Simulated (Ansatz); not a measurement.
`N/C=C/[SiH2]Cl` → 2 C• + Cl• + 6 H• + N• + Si•  (atomization)

Computed with Ansatz on PBE0-D4/def2-TZVP structures; ΔE is electronic, products minus reactants. CBS: MP2 limit from def2 TZ/QZ plus the TZ coupled-cluster correction, frozen cores. This one scheme is used for every species, atoms too. Functionals use def2-TZVPP. B3LYP here is the variant with VWN-RPA as its local correlation; programs differ in this. No spin–orbit coupling; open shells (•) take unrestricted orbitals. Spin–orbit coupling would lower the free atoms: a little for C, Cl, Si. One conformer a species, not always the lowest.

Task: What is ΔE at CCSD(T)/CBS? (An estimate is asked.)

Result: Ansatz gave: +4049.9 kJ/mol.

Task: What do these levels give: r2SCAN-D4, ωB97X-V, B2PLYP, B3LYP, HF/def2-TZVPP, SCS-MP2/def2-TZVPP, CCSD/def2-TZVPP, CCSD(T)/def2-TZVPP, HF/def2-QZVPP, MP2/def2-QZVPP, SCS-MP2/def2-QZVPP, CCSD/CBS(def2)? (Estimate.)

Result: Ansatz gave: r2SCAN-D4 4064.5, ωB97X-V 4071.8, B2PLYP 4011.4, B3LYP 4023.5, HF/def2-TZVPP 2937.4, SCS-MP2/def2-TZVPP 3984.9, CCSD/def2-TZVPP 3868.4, CCSD(T)/def2-TZVPP 3931.9, HF/def2-QZVPP 2944.3, MP2/def2-QZVPP 4065.6, SCS-MP2/def2-QZVPP 4063.9, CCSD/CBS(def2) 3986.4 kJ/mol.

Largest T1 diagnostic among the species: 0.012.

The D4 term adds +37.9 kJ/mol with B3LYP and +20.0 kJ/mol with PBE0; it sums over pairs of atoms, weighted by their polarisabilities, and B3LYP, whose exchange is more repulsive, gets the larger term. From PBE to PBE0 (25 % exact exchange), in def2-TZVPP and without D4, ΔE moves by −65.3 kJ/mol: exact exchange takes away binding that semilocal exchange gives to molecules.

For atomizations the MP2-based limit and the directly extrapolated one differ by several kJ/mol either way, and by 10 to 25 for some Ge, Se and Sn compounds, so smaller differences from it don't rank the levels.
